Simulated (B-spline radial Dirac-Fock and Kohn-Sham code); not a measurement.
**Two-hole binding energies of Xe²⁺**

System: Xe²⁺, 1s2 2s2 2p6 3s2 3p6 3d10 4s2 4p6 4d10 5s2 5p4, inside a Watson sphere of charge -2 and radius 2.4 Å (a model of the Madelung potential; inside it an electron's potential energy is raised by 12.0 eV).

Level of theory: ΔSCF Dirac-Fock with Breit, self-energy and vacuum polarisation, finite nucleus, configuration average; a radial finite-basis atomic code. U is the two-hole binding energy less the two single-hole energies, the effective repulsion of the holes after relaxation. Each two-hole energy is an average over J within one jj subconfiguration.

| holes | E(a) (eV) | E(b) (eV) | E(ab) (eV) | U (eV) |
| --- | --- | --- | --- | --- |
| 1s⁻² | 34575.0 | 34575.0 | ? | ? |
| 1s⁻¹ 2p1/2⁻¹ | 34575.0 | 5118.9 | 39948.4 | 254.6 |
| 1s⁻¹ 3p1/2⁻¹ | 34575.0 | 1016.5 | 35668.6 | 77.1 |
| 1s⁻¹ 3p3/2⁻¹ | 34575.0 | 954.3 | 35601.2 | 71.9 |
| 1s⁻¹ 3d5/2⁻¹ | 34575.0 | 687.6 | 35328.6 | 66.1 |
| 2p1/2⁻² | 5118.9 | 5118.9 | 10420.6 | 182.8 |
| 2s⁻¹ 3p1/2⁻¹ | 5470.1 | 1016.5 | 6550.8 | 64.1 |
| 2p1/2⁻¹ 3p3/2⁻¹ | 5118.9 | 954.3 | 6137.3 | 64.1 |
| 2p3/2⁻¹ 3d3/2⁻¹ | 4798.4 | 700.3 | 5567.4 | 68.7 |
| 2p3/2⁻¹ 3d5/2⁻¹ | 4798.4 | 687.6 | 5551.8 | 65.8 |
| 3p3/2⁻² | 954.3 | 954.3 | 1956.6 | 47.9 |
| 3d3/2⁻² | 700.3 | 700.3 | 1453.9 | 53.4 |
| 3d3/2⁻¹ 3d5/2⁻¹ | 700.3 | 687.6 | 1441.9 | 54.1 |
| 4d5/2⁻² | 77.11 | 77.11 | 174.3 | 20.1 |

Q: Give the missing two-hole energy and U.

A: E(ab) = 70039.6 eV and U = 889.7 eV.

Values without a named source are computed, but for edge energies of neutral atoms, which are taken from tables.
